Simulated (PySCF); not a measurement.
C2H7FSn, SMILES [CH3][SnH]([CH3])[F] at its CAM-B3LYP/def2-SVP optimised geometry (Å):

```
11

Sn    -0.2906    -0.0539     0.0000
C      1.8475    -0.0539     0.0000
C     -1.1630    -1.3785    -1.4341
F     -0.7916    -0.7830     1.7354
H     -0.9822     1.5140     0.0000
H      2.2311     0.4648    -0.8900
H      2.2213     0.4566     0.8975
H      2.2177    -1.0880    -0.0042
H     -2.2311    -1.5140    -1.2177
H     -1.0552    -0.9684    -2.4483
H     -0.6620    -2.3550    -1.3908
```

Calculation: CAM-B3LYP/def2-TZVP, def2 effective core potentials past Kr (PySCF). The core electrons that the potentials of Sn replace are not part of the density.

Map of the deformation density (molecule minus spherical neutral atoms) (e/bohr³) on the plane z = 0.8 Å:

```
|                               |
|                               |
|                               |
|                               |
|                               |
|                               |
|                               |
|                               |
|                               |
|                               |
|           ...                 |
|           ...                 |
|           ...       ..        |
|                    .-*-       |
|                  ...+@+.      |
|                  ...-=-.      |
|                  .   ..       |
|           ...                 |
|           ...                 |
|            ..                 |
|                               |
|                               |
|                               |
|                               |
|                               |
|                               |
|                               |
|                               |
|                               |
|                               |
|                               |
```
Scale: ten equal steps from -0.010 (start of ' ') to 0.095 (end of '@'), in the order ' .:-=+*#%@'; x runs from -4.50 to 4.50, y from -4.50 (bottom) to 4.50 (top).
